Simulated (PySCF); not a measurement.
The vertical singlet excitations below were computed for one of the candidates. Theory: TDDFT B3LYP/def2-SVPD, vertical, gas phase, core orbitals frozen in the response in PySCF 2.14.0, density-fitted response routines. Geometries: PBE0-D3(BJ)/def2-SVP, one conformer each.

```
state  λ (nm)       f
   S1   205.1  0.0051
   S2   199.1  0.0059
   S3   189.5   0.027
   S4   184.1   0.372
   S5   180.9   0.031
   S6   177.1   0.038
   S7   165.2  0.0019
   S8   159.6  0.0023
   S9   158.0  0.0035
  S10   156.6  0.0035
```

Task: Which structure fits? All have the formula C4H10OSi.
A. `C1[SiH](O)CCC1`
B. `C[C@@H]1CCO[SiH2]1`
C. `C(=C)O[SiH](C)C`
D. `[SiH3]OCC1CC1`

Result: C. Its S1, at 6.04 eV, is the lowest among the candidates; the nearest of the others has S1 at 6.45 eV. S1 is HOMO→LUMO (75%), HOMO→LUMO+2 (21%). Löwdin shares by element: HOMO carbon 62% or more, oxygen 23%; LUMO carbon 30% or more, silicon 21%, hydrogen 9% or more (atoms not listed hold the other 40%). At the same level the other candidates give, for their lowest levels:
- `C[C@@H]1CCO[SiH2]1`: 188 nm (f 0.003); 178 nm (f 0.007); 178 nm (f 0.019); 171 nm (f 0.015); 159 nm (f 0.003); T1 6.34 eV; HOMO -7.56, LUMO 0.09 eV
- `[SiH3]OCC1CC1`: 184 nm (f 0.003); 167 nm (f 0.014); 166 nm (f 0.030); 164 nm (f 0.054); 160 nm (f 0.011); T1 6.47 eV; HOMO -7.77, LUMO 0.05 eV
- `O[SiH]1CCCC1`: 192 nm (f 0.011); 178 nm (f 0.006); 171 nm (f 0.000); 166 nm (f 0.001); 162 nm (f 0.000); T1 6.28 eV; HOMO -7.47, LUMO -0.05 eV

The values belong to the conformer `[CH2:1]=[CH:2][O:3][SiH:4]([CH3:5])[CH3:6]`: C1–C2–O3–Si4 164°, C2–O3–Si4–C5 -79°.
Triplets come from the Tamm–Dancoff approximation.

Without π bonds the low states are Rydberg-like; a valence basis with one diffuse set may place them up to an eV too high.
